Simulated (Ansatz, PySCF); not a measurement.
Species: silicic acid, sum formula H4SiO4, charge 0, multiplicity 1. 
Structure (B3LYP-D3(BJ)/def2-TZVP (Ansatz, a first-principles code) minimum search):
SMILES: O[Si](O)(O)O
```xyz
9

Si     0.0000     0.0000     0.0000
O      1.0070    -0.0221    -1.2898
O     -1.4696     0.1493    -0.7044
O      0.1298    -1.3336     0.9396
O      0.3327     1.2064     1.0545
H      1.9177    -0.2768    -1.1241
H     -2.2079     0.3566    -0.1267
H     -0.1937    -2.1579     0.5689
H      0.4839     2.0782     0.6818
```
Charge 0, spin multiplicity 1.

Property: atomisation energy (electronic, to ground-state atoms), in kcal/mol. Valence correlation only, unless marked. UHF or UKS for open shells. Spin-orbit coupling is left out. No relativistic terms. The coupled-cluster limit lacks core correlation, which all-electron functionals hold. Basis-set limits of correlation are two-point, X^-3; Hartree-Fock from the larger set. [CCSD(T)-MP2]/basis is that difference in the basis named.

| level | program | atomisation energy (kcal/mol) | rough core time |
|---|---|---|---|
| HF/6-31G | Ansatz | 462.1 | - |
| HF-D4/def2-TZVPD | PySCF + dftd4 | 632.6 | - |
| BLYP-D4/def2-TZVPD | Ansatz + dftd4 | 889.9 | under 20 s |
| PBE0/6-31G* | Ansatz | 841.5 | under 20 s |
| PBE0-D4/def2-TZVPD | Ansatz + dftd4 | 878.4 | under 20 s |
| PBE0/def2-QZVPP | Ansatz | 879.9 | under 20 s |
| r2SCAN0-D4/def2-TZVPD | Ansatz + dftd4 | 870.0 | 21 s |
| r2SCAN0/def2-TZVPD | Ansatz | 868.9 | 21 s |
| CAM-B3LYP-D3(BJ)/def2-TZVPD | Ansatz + dftd3 | 894.7 | 20 s |
| LC-wPBE-D3(BJ)/def2-TZVPD | Ansatz + dftd3 | 889.4 | under 20 s |
| LC-wPBE/def2-TZVPD | Ansatz | 886.0 | under 20 s |
| B2GP-PLYP-D3(BJ)/def2-TZVPD | Ansatz + dftd3 | 882.3 | 23 s |
| B2PLYP-D4/def2-TZVPD | Ansatz + dftd4 | 883.9 | 21 s |
| MP2/cc-pV(T+d)Z | Ansatz | 902.5 | - |
| SCS-MP2/6-31G* | Ansatz | 800.6 | - |
| SCS-MP2/cc-pV(D+d)Z | Ansatz | 811.2 | - |
| CCSD/STO-3G | Ansatz | 629.3 | - |
| CCSD/6-31G | Ansatz | 646.3 | - |
| CCSD(T)/aug-cc-pV(T+d)Z | Ansatz | 879.9 | 12 min |
| RI-MP2/CBS(aug-cc-pV(T+d)Z,aug-cc-pV(Q+d)Z)+[CCSD(T)-MP2]/aug-cc-pV(D+d)Z | Ansatz | 903.6 | 2.3 min |
| RI-MP2/CBS(aug-cc-pV(T+d)Z,aug-cc-pV(Q+d)Z)+[CCSD(T)-MP2]/aug-cc-pV(T+d)Z | Ansatz | 904.6 | 13 min |

Core times are rough, on shared machines, summed over the molecules involved; a dash marks a level read off another run, or run on other hardware, by another program or under a memory cap.
